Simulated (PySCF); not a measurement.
From one molecule to another.

First species: C₅H₁₅PSi.
SMILES with atom numbers: `[CH3:1][SiH2:2][P:3]([CH3:4])[CH:5]([CH3:6])[CH3:7]` (hydrogens: H8, H9, H10 on C1; H11, H12 on Si2; H13, H14, H15 on C4; H16 on C5; H17, H18, H19 on C6; H20, H21, H22 on C7)

Second species: C₇H₁₅NSi.
Atom-mapped SMILES: `[CH:1]#[C:2][C@@:3]([CH3:4])([CH2:5][CH2:6][CH3:7])[NH:8][SiH3:9]` (hydrogens: H10 on C1; H11, H12, H13 on C4; H14, H15 on C5; H16, H17 on C6; H18, H19, H20 on C7; H21 on N8; H22, H23, H24 on Si9)

Levels: PBE0/pcSseg-1 for dipole moment, HOMO energy, LUMO energy and HOMO–LUMO gap; GFN2-xTB for rotational constant A and rotational constant C. Geometries: GFN2-xTB. Each structure is a single optimised conformer of the isolated species, non-relativistic unless stated; the electronic structure was computed with PySCF and density fitting.

The conformers computed, where there is a choice (atom-mapped SMILES and torsion angles):
- `[CH3:1][SiH2:2][P:3]([CH3:4])[CH:5]([CH3:6])[CH3:7]`: C1–Si2–P3–C4 61°, Si2–P3–C5–C6 -170°
- `[CH:1]#[C:2][C@@:3]([CH3:4])([CH2:5][CH2:6][CH3:7])[NH:8][SiH3:9]`: C2–C3–C5–C6 64°, C3–C5–C6–C7 -178°, C2–C3–N8–Si9 167°

(1) Which has the higher dipole moment?

(2) Which has the higher HOMO–LUMO gap?

(3) Which of the two has the higher rotational constant C, and by how much?

(4) Which has the higher LUMO energy?

(5) Which has the higher rotational constant A?

(6) Which has the higher HOMO energy?

## Answers

(1) The first: 1.18 D against 0.80 D, a difference of 0.38 D.

(2) The second: 7.53 eV against 6.87 eV, a difference of 0.66 eV.

(3) The first: 0.851 GHz against 0.742 GHz, a difference of 0.109 GHz.

(4) The second: 0.69 eV against 0.40 eV, a difference of 0.29 eV.

(5) The first: 2.816 GHz against 1.378 GHz, a difference of 1.438 GHz.

(6) The first: -6.47 eV against -6.84 eV, a difference of 0.37 eV.

On the first: A dipole of 1.18 D is allowed in C1, and pure rotational transitions are dipole-allowed. In atomic units the dipole is 0.46 e·bohr (1 au = 2.5417 D).

On the second: A dipole of 0.80 D is allowed in C1, and pure rotational transitions are dipole-allowed. The dipole equals about 2.7 × 10⁻³⁰ C·m (1 D = 3.33564 × 10⁻³⁰ C·m).
